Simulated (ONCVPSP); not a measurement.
# Reading a pseudo-wave (iron (Fe))

Columns: radius, all-electron u(r) and pseudo u(r) of the 3d shell (level -43.22 eV) of iron in the configuration [Ne] 3s2 3p6 3d5; PBE, scalar-relativistic, ONCV scheme, ONCVPSP 4.0.1.

| r (bohr) | all-electron | pseudo |
| --- | --- | --- |
| 0.082 | 0.0476 | 0.0051 |
| 0.165 | 0.2153 | 0.0396 |
| 0.248 | 0.4308 | 0.1240 |
| 0.330 | 0.6286 | 0.2615 |
| 0.413 | 0.7856 | 0.4441 |
| 0.495 | 0.8934 | 0.6435 |
| 0.578 | 0.9578 | 0.8345 |
| 0.660 | 0.9844 | 0.9853 |
| 0.742 | 0.9831 | 1.0805 |
| 0.825 | 0.9614 | 1.1146 |
| 0.908 | 0.9258 | 1.0929 |
| 0.990 | 0.8819 | 1.0311 |
| 1.072 | 0.8329 | 0.9472 |
| 1.155 | 0.7808 | 0.8559 |
| 1.238 | 0.7279 | 0.7697 |
| 1.320 | 0.6762 | 0.6953 |
| 1.402 | 0.6258 | 0.6324 |
| 1.485 | 0.5769 | 0.5782 |
| 1.568 | 0.5303 | 0.5303 |
| 1.650 | 0.4868 | 0.4867 |
| 1.733 | 0.4455 | 0.4454 |
| 1.815 | 0.4073 | 0.4073 |
| 1.898 | 0.3714 | 0.3714 |
| 1.980 | 0.3385 | 0.3384 |
| 2.062 | 0.3080 | 0.3080 |
| 2.145 | 0.2796 | 0.2795 |

Question: How many radial nodes do the two functions have?

Answer: The all-electron 3d function has n − l − 1 = 0; the pseudo-wave has 0.

Question: At about which radius was the pseudo-wave matched?

Answer: 1.65 bohr, where the columns begin to agree (steps of 0.08 bohr).

Question: Where does each function peak?

Answer: Outermost all-electron maximum near 0.66 bohr, pseudo maximum near 0.82 bohr (to the table’s step).

Question: Is the pseudo-wave norm-conserving?

Answer: Yes: the ONCV scheme keeps the norm inside the radius equal to the all-electron one, which fixes the energy derivative of the logarithmic derivative at the level.
